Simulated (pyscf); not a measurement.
**H₂N–GeH•–F (SMILES [NH2][GeH][F]), doublet**

Gas-phase minimum from PySCF at ωB97X-D3(BJ)/def2-SVP, one conformer. Other isomers of H₂N–GeH•–F were not searched in full and may lie lower. 

```xyz
6

N      0.2665    -0.5570    -0.2473
Ge     0.5725     1.2490    -0.2900
F     -0.7614     1.8272    -1.2695
H      0.0101    -0.9799    -1.1374
H      0.9636    -1.1329     0.2196
H      0.3563     1.8154     1.1499
```
Charge 0, spin multiplicity 2.

Bonded distances (Å): N1–Ge2 1.832, N1–H4 1.018, N1–H5 1.018, Ge2–F3 1.753, Ge2–H6 1.562. Bond angles (°): Ge2–N1–H4 115.5, Ge2–N1–H5 117.0, H4–N1–H5 109.8, N1–Ge2–F3 102.2, N1–Ge2–H6 108.2, F3–Ge2–H6 106.9.

Properties at ωB97X-D3(BJ)/def2-SVP:

| Quantity | Result |
|---|---|
| Harmonic wavenumbers, unscaled | 114, 255, 506, 640, 653, 699, 717, 837, 1544, 2019, 3578, 3680 cm⁻¹ |
| Zero-point energy | 21.8 kcal/mol |
| Rotational symmetry number | 1 |
| Entropy of this conformer at 298 K and 1 atm, rigid rotor and harmonic oscillator, modes under 100 cm⁻¹ raised to 100 | 303.0 J/(mol K) |
| Dipole moment | 2.90 D |
| Spin expectation value S2 | 0.755 |

Single-point totals, which compare only within one level (frozen core for MP2 and CC):

```tsv
level	total energy (hartree)
ωB97X-D3(BJ)/def2-TZVP	-2233.45803
PBE/def2-TZVP	-2233.00823
r²SCAN/def2-TZVP	-2233.40571
B3LYP-D3(BJ)/def2-TZVP	-2233.54000
PBE0-D3(BJ)/def2-TZVP	-2233.06426
M06-2X/def2-TZVP	-2233.43321
ωB97M-D3(BJ)/def2-TZVP	-2233.53295
UHF/def2-TZVPP	-2231.09391
MP2/def2-TZVPP	-2231.79557
CCSD/def2-TZVPP	-2231.80586
CCSD(T)/def2-TZVPP	-2231.83051
```

Soft torsions are taken as harmonic, which can shift the entropy by several J/(mol K). The CCSD(T) − MP2 part came from Ansatz, without density fitting, on the same reference. The frozen core leaves the outer d or s,p core shells of the metals and heavy elements correlated in the MP2 and CC values, and def2-TZVPP describes them poorly, so these totals are far from the basis limit. Elements up to Kr have no core potential and no relativistic terms here.
